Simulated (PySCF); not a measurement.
Input of a response calculation (the driver script's job line, then coordinates in Å):

```
{"job": {"kind": "uv", "xc": "CAM-B3LYP", "basis": "def2-SVPD", "dynamic": true, "nstates": 6, "ntriplets": 0}, "charge": 0, "multiplicity": 1}
N      3.111124     0.168046    -0.964385
C      2.066628    -0.133633    -0.566159
C      0.759518    -0.504162    -0.081188
Se    -0.601193    -1.077941    -1.423941
C     -1.517327    -0.045247    -0.016674
F     -1.969783    -0.835024     0.985833
C     -0.191793     0.614907     0.354515
F     -0.088630     0.966962     1.659093
H      0.831357    -1.281373     0.693286
H     -2.330467     0.608668    -0.362179
H     -0.034185     1.501342    -0.281531
```

Its output, with some lines taken out ([cut]):

```
coarse grid: 51192 points
cycle   1  E = -2809.4055120200  dE =  4.662e-01  |g| = 8.483e-01  |ddm| = 5.026e+00
cycle   2  E = -2809.1850346390  dE =  2.205e-01  |g| = 1.384e+00  |ddm| = 2.497e+00
cycle   3  E = -2809.5585720936  dE = -3.735e-01  |g| = 1.449e-01  |ddm| = 1.605e+00
cycle   4  E = -2809.5612809930  dE = -2.709e-03  |g| = 8.880e-02  |ddm| = 2.358e-01
cycle   5  E = -2809.5628995932  dE = -1.619e-03  |g| = 1.507e-02  |ddm| = 1.115e-01
cycle   6  E = -2809.5629365592  dE = -3.697e-05  |g| = 3.922e-03  |ddm| = 2.302e-02
cycle   7  E = -2809.5629404455  dE = -3.886e-06  |g| = 1.277e-03  |ddm| = 1.074e-02
final grid: 108224 points
cycle   8  E = -2809.5629276338  dE = -1.806e-07  |g| = 1.432e-03  |ddm| = 6.896e-03
cycle   9  E = -2809.5629275002  dE =  1.335e-07  |g| = 1.645e-03  |ddm| = 4.924e-03
cycle  10  E = -2809.5629281034  dE = -6.032e-07  |g| = 8.212e-05  |ddm| = 2.568e-03
cycle  11  E = -2809.5629281054  dE = -1.988e-09  |g| = 6.753e-05  |ddm| = 2.114e-04
cycle  12  E = -2809.5629281068  dE = -1.395e-09  |g| = 2.360e-05  |ddm| = 1.706e-04
cycle  13  E = -2809.5629281069  dE = -1.573e-10  |g| = 4.675e-06  |ddm| = 4.808e-05
converged SCF energy = -2809.5629281069

Static polarisability (au): isotropic 76.957, principal 60.601 77.256 93.015

Singlet excitations
state   eV       nm        f      main configurations
  1   4.0342    307.3   0.00065   H->L 0.95
[cut]
[cut]
[cut]
  5   6.9318    178.9   0.07331   H->L+2 0.82
[cut]
```

Method: TDDFT CAM-B3LYP/def2-SVPD, vertical, gas phase, core orbitals frozen in the response in PySCF 2.14.0, density-fitted response routines. The structure is a single PBE0-D3(BJ)/def2-SVP conformer in the gas phase; no vibrational or solvent corrections. Relativistic effects, spin–orbit coupling among them, are left out although an element past zinc is present.

Q: Restore the lines that were cut, in order.

A: 
```
  2   5.6820    218.2   0.00559   H->L+1 0.92
  3   6.3976    193.8   0.05978   H-1->L 0.77, H-2->L 0.16
  4   6.7476    183.7   0.01848   H-3->L 0.50, H-2->L 0.17
  6   7.0516    175.8   0.08394   H-2->L 0.42, H-3->L 0.21, H->L+2 0.10
```

Q: How many basis functions and electrons does this run hold?

A: 211 basis functions for 86 electrons in 43 doubly occupied orbitals.

Q: What share of the summed oscillator strength falls to the strongest level in this window?

A: State 6 at 176 nm: 0.0839 of 0.2417, or 35%.

Q: Give the mean polarisability in Å³.

A: 76.96 au × 0.148185 = 11.40 Å³.

Q: Write the structure that the coordinates describe.

A: `N#C[C@@H]1[Se][C@@H](F)[C@H]1F` (C4H3F2NSe), point group C1.

The SCF starts on a coarse grid; the energy jumps when the final grid takes over, and dE counts afresh there. H and L stand for HOMO and LUMO.
